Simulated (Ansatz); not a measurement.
Mo2S2. The state is a triplet with charge 0. Geometry PBE0-D4/def2-SVP, that of the charge +1 doublet; atoms count from 1.

```tsv
atom	x (Å)	y (Å)	z (Å)
Mo1	-0.908	-0.845	-0.478
Mo2	0.830	0.772	0.437
S3	1.101	-1.433	0.601
S4	-1.022	1.506	-0.560
```

In the def2 sets Mo takes a core potential; there is no spin–orbit coupling. The charge 0 triplet is spin-contaminated (final ⟨S²⟩ up to 3.98, 2.00 for a pure state). The structure comes from a short search, and lower isomers may exist.

**Question.** Estimate the Mulliken populations from the PBE0/def2-TZVP orbitals of Ansatz.

**Answer.** 
| atom | charge (e) | spin (α − β) | d electrons |
| --- | --- | --- | --- |
| Mo1 | 0.55 | 4.10 | 4.75 |
| Mo2 | 0.61 | -1.93 | 4.63 |
| S3 | -0.58 | -0.09 | – |
| S4 | -0.58 | -0.09 | – |
Mulliken values depend strongly on the basis.

**Question.** Where does the spin sit?

**Answer.** Summed by element: Mo 2.17, S -0.17, of 2 unpaired in all. Largest on single atoms: Mo1 4.10, Mo2 -1.93, S4 -0.09.

**Question.** And the Mayer bond orders between heavy atoms (over 0.3)?

**Answer.** Mo1–Mo2 1.11 (2.54 Å); Mo1–S3 0.82 (2.36 Å); Mo1–S4 0.82 (2.35 Å); Mo2–S3 1.47 (2.23 Å); Mo2–S4 1.47 (2.23 Å).
